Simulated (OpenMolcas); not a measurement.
**Lines of Te II: computed and rescaled rates**

```
Program             : OpenMolcas
Method              : SS-RASPT2, IPEA 0.25 Eh, imaginary shift 0.1 Eh (closed shells correlated: 4d)
Basis               : ANO-RCC-VQZP [8s7p5d3f2g]
Scalar Hamiltonian  : DKH2, point nucleus
Active space        : 5 electrons in 9 orbitals (RAS2 5s 5p; RAS3 5d, at most 2 electrons)
State averaging     : 2S+1 = 4 odd, 1 root; 2S+1 = 2 odd, 8 roots; 2S+1 = 4 even, 3 roots; 2S+1 = 2 even, 8 roots
Spin-orbit coupling : RASSI with atomic mean-field integrals over the reference wave functions, term energies averaged over their components
```

Rates come from the transition moments of the reference wave functions (E1 and E2 in the length form). At fixed line strength A goes as λ^-3 for E1 and M1 and as λ^-5 for E2, so a rate at the computed wavelength can be rescaled to the measured one. Measured vacuum wavelengths follow from level energies in NIST Handbook of Basic Atomic Spectroscopic Data. Branching counts decays inside the model space alone, at computed energies, and the table is only a selection of the E2 and M1 lines, drawn from those between levels with measured partners whose computed energy lies within a factor of 1.5 of the measured one.

```
          Upper            Lower  Type  λ computed (nm)  λ measured (nm)  A computed (s-1)  A rescaled (s-1)  Branching %
5s2 5p3 2D* 5/2  5s2 5p3 2D* 3/2    M1             5690             4547          5.03e-02          9.86e-02         23.9
5s2 5p3 2P* 3/2  5s2 5p3 2P* 1/2    M1             3914             2869          1.26e-01          3.20e-01          0.5
5s2 5p3 2P* 1/2  5s2 5p3 2D* 5/2    E2             1144             1231          1.23e-01          8.53e-02          1.2
5s2 5p3 2P* 1/2  5s2 5p3 2D* 3/2    M1            952.5            968.6          2.58e+00                           24.3
5s2 5p3 2P* 1/2  5s2 5p3 2D* 3/2    E2            952.5            968.6          4.02e-01          3.70e-01          3.8
5s2 5p3 2D* 3/2  5s2 5p3 4S* 3/2    M1            938.1            978.2          2.23e+00                           99.5
5s2 5p3 2D* 3/2  5s2 5p3 4S* 3/2    E2            938.1            978.2          1.18e-02                            0.5
5s2 5p3 2P* 3/2  5s2 5p3 2D* 5/2    M1            885.3            861.3          3.27e+00                           13.1
5s2 5p3 2P* 3/2  5s2 5p3 2D* 5/2    E2            885.3            861.3          6.48e-01          7.43e-01          2.6
5s2 5p3 2D* 5/2  5s2 5p3 4S* 3/2    M1            805.4              805          1.24e-01                           59.1
5s2 5p3 2D* 5/2  5s2 5p3 4S* 3/2    E2            805.4              805          3.58e-02                           17.0
5s2 5p3 2P* 3/2  5s2 5p3 2D* 3/2    M1            766.1            724.1          9.07e+00                           36.5
5s2 5p3 2P* 3/2  5s2 5p3 2D* 3/2    E2            766.1            724.1          3.39e-01          4.49e-01          1.4
5s2 5p3 2P* 1/2  5s2 5p3 4S* 3/2    M1            472.6            486.7          7.40e+00                           69.7
5s2 5p3 2P* 1/2  5s2 5p3 4S* 3/2    E2            472.6            486.7          1.05e-01                            1.0
5s2 5p3 2P* 3/2  5s2 5p3 4S* 3/2    M1            421.7            416.1          1.14e+01                           45.9
```

Spin-changing lines and M1 lines between different terms are not rescaled, since their strength hangs on the term gaps too.

The largest correction is for 5s2 5p3 2P* 3/2 → 5s2 5p3 2P* 1/2 (M1): 1.26e-01 × (3914 / 2869)^3 = 3.20e-01 s-1, a factor of 2.54.

No measured rate stands beside these. Rescaling mends the energy factor alone: line strengths can still be far off where a level mixes with configurations outside the active space, and weak or spin-changing lines hang on small mixing coefficients that depend on the term gaps too, so rescaling need not improve them.

Term energies are means over components that CASPT2 splits; among the terms shown or strongly mixed into the levels shown the widest spread is 11 cm-1 (5s2 5p3 2D*). The run also gave levels led by 5s2 5p2 5d, which use shells meant for correlation; these and all levels above them are left out. Measured partners are found by configuration, term and J. A level has none where our copy of the source lacks it or the pairing is in doubt (some pairs that miss far off the trend of their configuration count as doubtful). Levels of configurations outside the active space are missing.

* marks odd parity.
